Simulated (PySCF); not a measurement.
# Oxygen: a sound run and one with changed settings

Sound run: O⁺ [He] 2s2 2p3, O²⁺ [He] 2s2 2p2. All numbers are calculated (PySCF 2.14, scalar relativity by spin-free X2C-1e, in x2c-TZVPall (5s3p2d1f, 31 functions)). In the sound run the correlated levels freeze 1s2. The sound run starts from symmetry-adapted Hartree-Fock orbitals and uses a fine grid where one is needed.

Changed run: basis STO-3G, all-electron and non-relativistic. This setting is unsound on purpose.

| species | method | sound run (hartree) | changed run (hartree) | converged |
| --- | --- | --- | --- | --- |
| O⁺ | UHF | -74.42662 | -73.44358 | yes |
| O⁺ | MN15 | -74.57964 | -73.25951 | yes |
| O⁺ | PBE0 | -74.56413 | -73.55716 | yes |
| O⁺ | MP2 | -74.52274 | -73.44358 | yes |
| O²⁺ | UHF | -73.15609 | -72.10797 | yes |
| O²⁺ | MN15 | -73.28853 | -71.91487 | yes |
| O²⁺ | PBE0 | -73.26665 | -72.20053 | yes |
| O²⁺ | MP2 | -73.22951 | -72.11973 | yes |
| O²⁺ | CCSD(T) | -73.25258 | -72.12986 | yes |

Ionisation energy of O⁺:

```csv
method,sound run (eV),changed run (eV)
UHF,34.573,36.344
MN15,35.133,36.590
PBE0,35.306,36.916
MP2,35.191,36.024
SCS-MP2,34.939,35.960
```

A minimal basis cannot let orbitals breathe on ionisation and holds almost no correlation. The Hamiltonian changed with the basis, so the totals do not compare.

For comparison, NIST gives 35.121 eV between the lowest levels.
